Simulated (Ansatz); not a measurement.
Basis-set series for CH₂BBrFN (`C=NB(F)Br`). Charge 0, multiplicity 1. The structure was optimised at the PBE0-D4/def2-TZVP level. It is one conformer, not always the lowest.

```
functional       basis  functions  energy (Eh)  HOMO (eV)  LUMO (eV)
   PBE0-D4    def2-SVP         98  -2792.00292      -7.75      -1.52
   PBE0-D4  def2-QZVPP        377  -2792.62966      -7.88      -1.72
   ωB97M-V    def2-SVP         98  -2792.32330      -9.96       0.83
   ωB97M-V  def2-QZVPP        377  -2792.95235     -10.11       0.48
```

(1) Give the rows for def2-TZVPP. (Best estimate.)

Results:

(1) Ansatz gave: 
```csv
functional,basis,functions,energy (Eh),HOMO (eV),LUMO (eV)
PBE0-D4,def2-TZVPP,200,-2792.56551,-7.86,-1.67
ωB97M-V,def2-TZVPP,200,-2792.89100,-10.09,0.58
```

Positive LUMOs are unbound and depend on the basis. Scalar relativity is left out up to krypton.
